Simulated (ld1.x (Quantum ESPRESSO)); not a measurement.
**chlorine: TM pseudisation with Wu–Cohen, scalar-relativistic reference atom.**

chlorine (Cl), norm-conserving Troullier–Martins (Kleinman–Bylander form), made with ld1.x (Quantum ESPRESSO) 7.5 (Wu–Cohen, scalar-relativistic). Core [Ne], reference 3s2 3p5. Waves: 3s (bound): rc 0.90 bohr; 3p (bound): rc 1.30 bohr; 3d channel at 0.3 Ry: rc 1.25 bohr. Local part: all-electron potential smoothed inside 1.30 bohr (lloc = -2). Core correction: none.

All-electron outer shells of the reference configuration (Wu–Cohen, scalar-relativistic, ld1.x):

```
shell  level (eV)  outermost node (bohr)  outermost maximum (bohr)
   2s     -252.36                   0.12                      0.36
   2p     -191.62                      –                      0.30
   3s      -20.63                   0.55                      1.27
   3p       -8.57                   0.53                      1.43
```

What the tests gave:

```json
{
 "Cutoffs needed": "110 Ry and 300 Ry (the cutoffs (Ry, on a coarse ladder) from which the occupation-weighted sum of valence levels, in a spherical-Bessel basis at the reference potential, stays within 10 and 1 mRy of its value at 400 Ry)",
 "Ghost test": "no extra level below or beside the all-electron valence levels (s, p, d, f tested) (spherical-Bessel basis up to 400 Ry, 20 bohr box)",
 "Largest excitation error": "+141 meV (all-electron minus pseudo) for 3s2 3p2, out of 7 test configurations"
}
```

Generation and tests took about 0.84 s on one core of a shared server CPU.
